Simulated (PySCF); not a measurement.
Removal energies of Ba²⁸⁺ from EOM-IP-GCCSD

Reference: closed-shell Ba²⁸⁺, [Ar] 3d10; one electron is removed. Calculated with PySCF 2.14, two-component X2C-1e with screened spin-orbit coupling, an even-tempered Gaussian basis (19 s from 1.4 bohr⁻², ratio 2.6; 15 p from 1.9 bohr⁻², ratio 2.6; 10 d from 1.9 bohr⁻², ratio 2.6; 6 f from 1.9 bohr⁻², ratio 2.8); frozen [Ar]; the 100 highest virtual spinors dropped; of the others 70 kept and the rest restored at second order. No Breit or QED terms. Binding energies in eV.

```json
{"level": "3d3/2", "Koopmans": "1716.7", "second order": "1715.8", "EOM-CCSD": "1715.9"}
{"level": "3d5/2", "Koopmans": "1699.7", "second order": "1698.9", "EOM-CCSD": "1699.0"}
```

For comparison, the ionisation energy of Ba²⁸⁺ is 1695 ± 4 eV (theoretical estimate listed by NIST; NIST Atomic Spectra Database, ionization energies).
